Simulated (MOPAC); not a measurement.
Input file for MOPAC: AM1 on GeHIO (SMILES [OH][Ge][I]), a point of a torsion scan.

```
AM1 1SCF PRECISE CHARGE=0 THREADS=1
GeHIO

O     -1.02795670 1     0.13799536 1     0.27283592 1
Ge     0.30872005 1     1.09314709 1    -0.37054663 1
I      1.15199863 1     2.07838030 1     1.85798300 1
H     -1.45494483 1    -0.66918781 1     0.00701418 1
```

It printed:

```
*******************************************************************************
 **                                                                           **
 **                              MOPAC v23.2.5                                **
 **                                                                           **
 *******************************************************************************
 ** MOPAC's Digital Object Identifier: https://doi.org/10.5281/zenodo.6511958 **
 **                                                                           **
 ** Please cite the open-source release paper for use of this MOPAC version:  **
 ** J. E. Moussa and J. J. P. Stewart (2026)                                  **
 ** MOPAC: An open-source semiempirical molecular orbital program             **
 ** J. Open Source Softw., 11(119), 8025, https://doi.org/10.21105/joss.08025 **
 *******************************************************************************

                              AM1 CALCULATION RESULTS

 *******************************************************************************
 *  AM1        - The AM1 Hamiltonian to be used
 *
 *
 *
 *                 CHARGE ON SYSTEM = 0
 *
 *
 *
 *  PRECISE    - TIGHTER CRITERIA TO BE USED
 *  1SCF       - DO 1 SCF AND THEN STOP
 *  THREADS=1  - MULTI-THREADING NOT USED
 *  T=         - A TIME OF 172800.0 SECONDS REQUESTED
 *  DUMP=N     - RESTART FILE WRITTEN EVERY 7200.0 SECONDS REQUESTED
 *******************************************************************************
AM1 1SCF PRECISE CHARGE=0 THREADS=1
 GeHIO

   ATOM   CHEMICAL          X               Y               Z
  NUMBER   SYMBOL      (ANGSTROMS)     (ANGSTROMS)     (ANGSTROMS)

     1       O         -1.02795670  *   0.13799536  *   0.27283592  *
     2      Ge          0.30872005  *   1.09314709  *  -0.37054663  *
     3       I          1.15199863  *   2.07838030  *   1.85798300  *
     4       H         -1.45494483  *  -0.66918781  *   0.00701418  *



          CARTESIAN COORDINATES

    NO.       ATOM           X           Y           Z

     1         O         -1.0280      0.1380      0.2728
     2        Ge          0.3087      1.0931     -0.3705
     3         I          1.1520      2.0784      1.8580
     4         H         -1.4549     -0.6692      0.0070

  H: (AM1): M.J.S. DEWAR ET AL, J. AM. CHEM. SOC. 107 3902-3909 (1985)
  O: (AM1): M.J.S. DEWAR ET AL, J. AM. CHEM. SOC. 107 3902-3909 (1985)
 Ge: (AM1): M.J.S.Dewar and C.Jie, Organometallics, 8, 1544, (1989)
  I: (AM1): M.J.S. DEWAR AND E. G. ZOEBISCH, THEOCHEM, 180, 1 (1988).

           Empirical Formula: H O Ge I  =     4 atoms



      MOLECULAR POINT GROUP   :   C1


      RHF CALCULATION, NO. OF DOUBLY OCCUPIED LEVELS = 9


 -------------------------------------------------------------------------------
 AM1 1SCF PRECISE CHARGE=0 THREADS=1
 GeHIO



     1SCF WAS SPECIFIED, SO BFGS WAS NOT USED
     SCF FIELD WAS ACHIEVED


                              AM1 CALCULATION
                                                       MOPAC v23.2.5 Linux




          FINAL HEAT OF FORMATION =        -13.97675 KCAL/MOL =     -58.47873 KJ/MOL


          COSMO AREA              =        118.14 SQUARE ANGSTROMS
          COSMO VOLUME            =        109.65 CUBIC ANGSTROMS

          IONIZATION POTENTIAL    =          8.725087 EV
          HOMO LUMO ENERGIES (EV) =         -8.725 -1.783
          NO. OF FILLED LEVELS    =          9
          MOLECULAR WEIGHT        =        216.5018         POINT GROUP:  C1

          MOLECULAR DIMENSIONS (Angstroms)

            Atom       Atom       Distance
            H     4    I     3     4.21561
            I     3   Ge     2     1.43510
            I     3    O     1     0.25239


          SCF CALCULATIONS        =          1





   ATOM   CHEMICAL          X               Y               Z
  NUMBER   SYMBOL      (ANGSTROMS)     (ANGSTROMS)     (ANGSTROMS)

     1       O         -1.02795670  *   0.13799536  *   0.27283592  *
     2      Ge          0.30872005  *   1.09314709  *  -0.37054663  *
     3       I          1.15199863  *   2.07838030  *   1.85798300  *
     4       H         -1.45494483  *  -0.66918781  *   0.00701418  *

                             CARTESIAN COORDINATES

   1    O       -1.027956700     0.137995360     0.272835920
   2   Ge        0.308720050     1.093147090    -0.370546630
   3    I        1.151998630     2.078380300     1.857983000
   4    H       -1.454944830    -0.669187810     0.007014180


           Empirical Formula: H O Ge I  =     4 atoms



      MOLECULAR POINT GROUP   :   C1


                  EIGENVALUES
 -36.06441 -28.67637 -18.55481 -13.75807 -13.33923 -11.62121 -10.00678  -9.94404
  -8.72509  -1.78328  -0.93791   0.74300   5.62955


              NET ATOMIC CHARGES AND DIPOLE CONTRIBUTIONS

  ATOM NO.   TYPE          CHARGE      No. of ELECS.   s-Pop       p-Pop
    1          O          -0.652860        6.6529     1.83508     4.81778
    2         Ge           0.709456        3.2905     1.54777     1.74277
    3          I          -0.323924        7.3239     1.98218     5.34175
    4          H           0.267328        0.7327     0.73267
 DIPOLE           X         Y         Z       TOTAL
 POINT-CHG.     0.615    -0.801    -5.000     5.101
 HYBRID        -2.138    -0.978     2.656     3.547
 SUM           -1.523    -1.778    -2.344     3.313


          ATOMIC ORBITAL ELECTRON POPULATIONS

     Atom    s        px        py        pz
    1  O   1.83508   1.61529   1.43865   1.76384
    2 Ge   1.54777   0.39595   0.33985   1.00698
    3  I   1.98218   1.90802   1.89508   1.53864
    4  H   0.73267

 **********************
 *                    *
 * JOB ENDED NORMALLY *
 *                    *
 **********************




 == MOPAC DONE ==
```

The run finished.

Cost: very roughly 0.03 core-seconds.
